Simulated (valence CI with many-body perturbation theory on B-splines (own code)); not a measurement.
## Te XXII: key properties

Computed by relativistic CI+MBPT: three valence electrons over a frozen Dirac-Fock core [Ar] 3d10, radial functions for each j: 9 s, 9 p, 8 d, 6 f, 3 g, 1 h, with the one-electron correlation potential Σ1, the two-electron term Σ2, the three-electron term Σ3, Breit, model QED; selected CI, second order for the rest, scaled by the run's own slope (own B-spline code, finite nucleus).

No measured spectrum was set against this ion. As an estimate, levels hold to about 250 cm⁻¹ or 0.2 % of their energy and the worst to 1 %, as in measured heavy ions of charge 2 to 7; those with d or f electrons hold less well.

Names give the largest LS component (configuration and term), which can be under half, so a name can repeat, a term be missing and a line seem to break the LS rules; names also repeat where a configuration has a term twice.

Rates and lifetimes use the calculated energies. Strong lines usually hold to 10 to 20 %, long lifetimes can be off by a factor of two.

(1) What is the ground level?

(2) What are the static dipole polarisabilities of the lowest levels?

(3) What is the ionisation energy?

(4) Where does the other parity begin?

(5) Among levels below 162.23 eV, which E1 lines absorb most strongly from the ground level?

## Answers

(1) 4s²4p ²P°_1/2, composition 99 % 4s²4p ²P°, g = 0.664.

(2) 4s²4p ²P°_1/2 0.235; 4s²4p ²P°_3/2 0.247 (tensor 0.022) bohr³, of which the core gives 0.0145.

(3) 634.28 eV; NIST lists 633 ± 4 eV (theoretical).

(4) At 4s4p² ⁴P_1/2, 45.07 eV.

(5) to 4s²4d ²D_3/2 at 12.58 nm, f = 0.819; to 4s4p² ²P_1/2 at 18.09 nm, f = 0.438; to 4s4p² ²D_3/2 at 19.22 nm, f = 0.305.
